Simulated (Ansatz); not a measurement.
C3H10NO3Ta (`C[O][Ta](=[NH])([O]C)[O]C`) at its PBE0-D4/def2-TZVP geometry, where that method's forces vanish. Total charge 0; spin multiplicity 1. Ta: def2 effective core potential.

```xyz
18

C    -2.4472   -1.3479   -1.4391
O    -1.5977   -0.9875   -0.3914
Ta   -0.0201   -0.0225    0.0449
N     0.6448    0.7063   -1.4305
O     1.2679   -1.2016    0.7942
C     2.5524   -1.7235    0.6294
O    -0.4320    1.3531    1.2892
C    -0.4132    2.7343    1.4928
H    -2.1006   -0.9311   -2.3904
H    -2.4888   -2.4382   -1.5273
H    -3.4592   -0.9802   -1.2421
H     1.0217    1.1188   -2.2661
H     3.0316   -1.3184   -0.2678
H     2.5035   -2.8134    0.5402
H     3.1695   -1.4771    1.4993
H     0.2081    2.9748    2.3613
H    -0.0127    3.2573    0.6183
H    -1.4280    3.0968    1.6850
```

Task: What forces (eV/Å) does PBE-D4/def2-TZVPP give on these atoms in Ansatz 0.2.0? (An estimate is asked.)

Result: The calculation gave: 
```
C1  -0.122 -0.053 -0.147
O2  -0.045 -0.081  0.259
Ta3 -0.139 -0.153  0.314
N4   0.143  0.156 -0.318
O5  -0.161 -0.072  0.211
C6   0.181 -0.075 -0.022
O7  -0.092 -0.175  0.191
C8   0.002  0.195  0.031
H9   0.061  0.084 -0.222
H10 -0.026 -0.243 -0.036
H11 -0.235  0.071  0.025
H12  0.141  0.155 -0.313
H13  0.124  0.079 -0.196
H14  0.012 -0.245 -0.020
H15  0.155  0.042  0.186
H16  0.133  0.076  0.193
H17  0.087  0.135 -0.185
H18 -0.219  0.102  0.048
```
